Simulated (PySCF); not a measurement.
**Dipole response of Pt (platinum, neutral)**

[Xe] 4f14 5d9 6s1, high-spin 3D determinant. Computed with PySCF 2.14 in aug-cc-pwCVQZ-PP with ECP60MDF (9s9p8d5f4g3h, 180 functions), with scalar relativity through the core potential. Coupled (time-dependent) response in atomic units; α is the mean over directions.

```tsv
method	mean α (bohr³)	α xx, yy, zz	C₆ (like pair)	S(−4)
PBE0	40.57	40.08, 40.08, 41.54	387.6	737.0
```

S(−4) is the Cauchy moment in α(ω) = α(0) + S(−4) ω² + …

Reference α: 48 ± 4 bohr³ (recommended; Schwerdtfeger and Nagle, table of static dipole polarizabilities (2023 update)). Published C₆: 470.0 (Gould and Bucko (2016)).

Spin-orbit coupling is absent.

α(iu) at PBE0:

| u (hartree) | α(iu) (bohr³) |
| --- | --- |
| 0 | 40.57 |
| 0.0500 | 38.84 |
| 0.100 | 34.73 |
| 0.200 | 25.84 |
| 0.300 | 19.57 |
| 0.500 | 12.71 |
| 0.750 | 8.576 |
| 1.00 | 6.304 |
| 1.50 | 3.893 |
| 2.00 | 2.658 |
| 3.00 | 1.464 |
| 5.00 | 0.6286 |

The components differ because the open shell of this determinant is not spherical; for a pure term their mean is the scalar polarisability.

Energies and moments cover only the electrons outside the core potential. Spin-orbit coupling, absent here, splits the open shell strongly.
